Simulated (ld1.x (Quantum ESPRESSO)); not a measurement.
Ranking ultrasoft potentials for thallium

All share these settings but for the change named:

```json
{
  "Element": "Tl (Z = 81)",
  "Generator": "ld1.x (Quantum ESPRESSO) 7.5",
  "Type": "ultrasoft",
  "Functional": "LDA (PZ)",
  "Relativity": "scalar-relativistic",
  "Frozen core": "[Xe] 4f14",
  "Valence charge": "13",
  "Reference configuration": "5d10 6s2 6p1",
  "Partial waves": "6s (bound): rcut 2.25, rcutus 2.45 bohr; 6s channel at 1.95 Ry: rcut 2.25, rcutus 2.45 bohr; 6p (bound): rcut 2.35, rcutus 2.70 bohr; 6p channel at 4.05 Ry: rcut 2.35, rcutus 2.70 bohr; 5d (bound): rcut 1.65, rcutus 2.20 bohr; 5d channel at -0.35 Ry: rcut 1.65, rcutus 2.20 bohr",
  "Local potential": "all-electron potential smoothed inside 2.15 bohr (lloc = -1)",
  "Core correction": "Bessel-smoothed model core, default radius (core density twice the valence density)",
  "Augmentation charge": "PSQ, radius 1.75 bohr"
}
```

Cutoff: the first of the cutoffs (Ry, on a coarse ladder) from which the occupation-weighted sum of valence levels, in a spherical-Bessel basis at the reference potential, stays within 10 and 1 mRy of its value at 400 Ry; the density cutoff is not measured.

The base gives 25 Ry.

Of 8 variants that were run, those that failed, showed a ghost or another fault, or gave nearly equal values are left out.

A variant can come out equal or close to the base.

(1) Rank these variants from softest to hardest (loose cutoff).
A. all radii but the core radius scaled by about 0.96 (s 2.34, p 2.58, d 2.10 bohr, rcut 2.16/2.24/1.58); local potential all-electron potential smoothed inside 2.06 bohr (lloc = -1); augmentation PSQ, radius 1.68 bohr
B. wave 6s channel at 1.95 Ry: rcut 2.25, rcutus 2.45 bohr becomes 6s channel at -0.17 Ry: rcut 2.25, rcutus 2.45 bohr
C. waves 5d (bound): rcut 1.65, rcutus 2.30 bohr; 5d channel at -0.35 Ry: rcut 1.65, rcutus 2.30 bohr

Results:

(1) C (21 Ry), B (25 Ry), A (30 Ry).
